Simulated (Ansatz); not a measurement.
BiI3⁺. Charge 1, multiplicity 2. Geometry PBE-D4/def2-SVP, that of the neutral singlet; atoms count from 1.

```xyz
4

Bi   -0.366   -0.876    0.180
I     1.091    0.369    2.285
I    -2.216    1.179   -0.497
I     1.491   -0.672   -1.968
```

In the def2 sets Bi, I take a core potential; there is no spin–orbit coupling.

(1) Estimate the Mulliken populations from the PBE0/def2-TZVP orbitals of Ansatz.

(2) Where does the spin sit?

(3) And the Mayer bond orders between heavy atoms (over 0.3)?

## Answers

(1) 
| atom | charge (e) | spin (α − β) |
| --- | --- | --- |
| Bi1 | 0.73 | -0.02 |
| I2 | 0.09 | 0.34 |
| I3 | 0.09 | 0.34 |
| I4 | 0.09 | 0.34 |
Mulliken values depend strongly on the basis.

(2) Summed by element: Bi -0.02, I 1.02, of 1 unpaired in all. Largest on single atoms: I4 0.34, I3 0.34, I2 0.34.

(3) Bi1–I2 1.07 (2.85 Å); Bi1–I3 1.07 (2.85 Å); Bi1–I4 1.07 (2.85 Å).
